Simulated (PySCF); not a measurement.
One reaction down a group: Ti, Zr, Hf

The same gas-phase reaction for Ti, Zr, Hf:
- TiCl2(OH)2 + 2 HO2 → TiO2 + 2 H2O + 2 ClO
- ZrCl2(OH)2 + 2 HO2 → ZrO2 + 2 H2O + 2 ClO
- HfCl2(OH)2 + 2 HO2 → HfO2 + 2 H2O + 2 ClO

Computed with PySCF and rigid-rotor harmonic-oscillator thermochemistry at 1 bar. S°(298 K) at PBE0/def2-TZVP differs from the NASA 1993 table for ZrO2 (-6 J/mol/K); whether the harmonic model or the table's entry is off was not settled. † marks an energy on the PBE0/def2-TZVP geometry and frequencies; other levels use their own. Open shells (unrestricted): HO2 (multiplicity 2), ClO (multiplicity 2, electronic degeneracy 4); the rest are closed-shell singlets. Spin-orbit splitting is ignored; it lowers the true energy and changes the entropy of ClO. Hf, Zr: scalar-relativistic def2 core potential, no spin-orbit coupling. TiCl2(OH)2, ZrCl2(OH)2, HfCl2(OH)2: computed as isolated molecules; such fragments, hydroxides, amides, oligomers or adducts are transient or little studied in the gas. The harmonic model lacks anharmonicity and excited electronic states, which grow with temperature; levels with a mode under 35 cm⁻¹ are left out. Soft modes under 120 cm⁻¹ make the harmonic entropy rough for TiCl2(OH)2, ZrCl2(OH)2, HfCl2(OH)2.

ΔH°(298 K) in kJ, by level:

```csv
level,Ti,Zr,Hf
ωB97M-V/def2-TZVP†,486.9,611.5,702.5
PBE/def2-SVP,542.0,656.3,722.5
PBE0/def2-QZVP†,468.0,573.1,657.7
ωB97X-V/def2-TZVP†,494.8,623.7,716.2
PBE/def2-TZVP†,436.5,531.1,608.7
r2SCAN/def2-TZVP†,482.6,583.5,667.1
PBE0/def2-SVP†,576.0,708.8,783.7
```

At ωB97M-V/def2-TZVP†, ΔH° rises from Ti to Hf, over a range of 215.6 kJ; the steps are +124.6, +91.0 kJ. 7 of the 7 levels shown give the same order. The levels scatter most for Zr (177.7 kJ between the highest and the lowest) and least for Ti (139.5 kJ). ΔS°(298 K) runs from 249.5 to 250.4 J/K, so TΔS° at 298 K spreads over 0.3 kJ among the members, against 215.6 kJ for ΔH°.

Free energies at ωB97M-V/def2-TZVP†:

| member | ΔS°(298 K), J/K | ΔG°(298 K), kJ | ΔG°(1400 K), kJ | ΔG° changes sign |
|---|---|---|---|---|
| Ti | 250.0 | 412 | 159 | 2000 to 2500 K |
| Zr | 249.5 | 537 | 285 | none from 298 to 2500 K |
| Hf | 250.4 | 628 | 375 | none from 298 to 2500 K |

The NASA 1993 table holds none of these reactions whole; the comparison is among the levels.
